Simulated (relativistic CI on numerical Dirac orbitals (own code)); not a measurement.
Calculated at this level of theory: Dirac-Coulomb-Breit CI, KLI orbitals optimised for each configuration, model QED, unscaled Slater integrals (own radial code, finite nucleus).

CI space (outside the closed core 1s2): 2s2, 2s 2p, 2p2, 2p 3s, 2p 3p, 2s 3s, 2s 3p, 2s 3d, 2s 4s, 2s 4p, 2s 4d, 2s 4f, 2s 5s, 3s2, 2s 5p, 2s 5d, 2s 5f, 2s 5g, 3s 3p, 3p2. Levels of other configurations are missing.

At this charge energies of transitions that change n are usually good to better than 1 %, and those within a shell (Δn = 0) to a few per cent.

Outline of the computed level scheme of Tc XL. Lowest level of each configuration: 2s2 1S_0 at 0.00 eV; 2s 2p 3P°_0 at 77.60 eV; 2p2 3P_0 at 224.15 eV; 2s 3s 3S_1 at 3292.19 eV; 2s 3p 3P°_0 at 3330.56 eV; 2s 3d 3D_1 at 3387.29 eV; 2p 3s 3P°_0 at 3391.26 eV; 2p 3p 3D_1 at 3417.13 eV; 2s 4s 3S_1 at 4425.76 eV.

Some strong electric-dipole decays among the lowest 36 levels: 2s 3d 3D_3 → 2s 2p 3P°_2 (1.9e+14 s⁻¹); 2s 3d 3D_2 → 2s 2p 3P°_1 (1.5e+14 s⁻¹); 2s 3d 1D_2 → 2s 2p 1P°_1 (1.5e+14 s⁻¹); 2s 3d 3D_1 → 2s 2p 3P°_0 (1.3e+14 s⁻¹); 2s 3d 3D_1 → 2s 2p 3P°_1 (8.5e+13 s⁻¹); 2p 3p 3P_0 → 2s 2p 3P°_1 (6.6e+13 s⁻¹); 2s 3p 1P°_1 → 2s2 1S_0 (6.2e+13 s⁻¹); 2p 3p 1S_0 → 2s 2p 1P°_1 (6.2e+13 s⁻¹).

LS names give the leading component of a level, which can be under half, so a name can repeat, a term be missing and a line seem to break the LS rules.
